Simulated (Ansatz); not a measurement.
Consider the formal loss of a carbene: `CBOCN` → `BOCN` + `[CH2]` (triplet).

Computed with Ansatz on PBE0-D4/def2-TZVP structures; ΔE is electronic, products minus reactants. CCSD(T)/CBS is the MP2 limit (def2-TZVPP, def2-QZVPP) plus CCSD(T) − MP2 in def2-TZVPP, frozen cores. This one scheme is used for every species. DFT in def2-TZVPP. Triplets are unrestricted, without spin–orbit coupling. One conformer a species, not always the lowest.

Q: Is it downhill or uphill in electronic energy at CCSD(T)/CBS, and by how much? (Estimate.)

A: The calculation gave: Uphill: ΔE = +473.2 kJ/mol.

Q: What do these levels give: PBE0-D4, ωB97M-V, PBE, r2SCAN, HF/def2-QZVPP, HF/CBS(def2)? (Best estimate.)

A: Computed: PBE0-D4 472.3, ωB97M-V 477.0, PBE 474.1, r2SCAN 451.7, HF/def2-QZVPP 326.6, HF/CBS(def2) 326.6 kJ/mol.

Largest T1 diagnostic among the species: 0.013.

The D4 term adds +8.0 kJ/mol with B3LYP and +4.4 kJ/mol with PBE0; it sums over pairs of atoms, weighted by their polarisabilities, and B3LYP, whose exchange is more repulsive, gets the larger term. From PBE to PBE0 (25 % exact exchange), in def2-TZVPP and without D4, ΔE moves by −6.2 kJ/mol. In def2-TZVPP, CCSD(T) changes the Hartree–Fock value by +134.4 kJ/mol (the triples alone add +10.1 kJ/mol) and MP2 by +146.9 kJ/mol.

B3LYP here is the variant with VWN-RPA as its local correlation; programs differ in this.
